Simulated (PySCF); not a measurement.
PBE on Cr²⁺ (chromium, charge +2)

Configuration: [Ar] 3d4, high-spin 5D determinant. Computed with PySCF 2.14 in cc-pVDZ-DK (6s5p3d1f, 43 functions), with scalar relativity by spin-free X2C-1e.

```json
{
  "Total energy": "-1049.655 hartree",
  "One-electron energy": "-1427.886 hartree",
  "Hartree (Coulomb) energy": "426.639 hartree",
  "Exchange-correlation energy": "-48.409 hartree",
  "⟨S²⟩": "6.0003",
  "⟨L²⟩": "6.004",
  "Sum of ⟨r⟩": "14.66 bohr",
  "Sum of ⟨r²⟩": "16.55 bohr²",
  "Traceless quadrupole moment −½Σ⟨3z² − r²⟩ along its main axis": "-0.514 e·bohr²",
  "Langevin diamagnetic susceptibility": "-13.1 ×10⁻⁶ cm³/mol",
  "Time after the integrals": "0.92 s of wall time on 1 thread of Neoverse-N1 (shared host)"
}
```

| shell | electrons | mean orbital energy (eV) | spread (eV) | rms radius, mean of both spins (bohr) |
| --- | --- | --- | --- | --- |
| 1s α | 1 | -5897.9 | 0 | 0.0734 |
| 1s β | 1 | -5897.8 | 0 | 0.0734 |
| 2s α | 1 | -688.82 | 0 | 0.318 |
| 2s β | 1 | -687.33 | 0 | 0.318 |
| 2p α | 3 | -582.31 | 0.501 | 0.288 |
| 2p β | 3 | -581.15 | 0.793 | 0.288 |
| 3s α | 1 | -96.592 | 0 | 0.964 |
| 3s β | 1 | -92.507 | 0 | 0.964 |
| 3p α | 3 | -67.876 | 0.701 | 1.04 |
| 3p β | 3 | -63.844 | 1.721 | 1.04 |
| 3d α | 4 | -24.233 | 1.088 | 1.37 |

Densities and radii are taken from the X2C orbitals without a picture-change correction, which distorts them close to the nucleus.
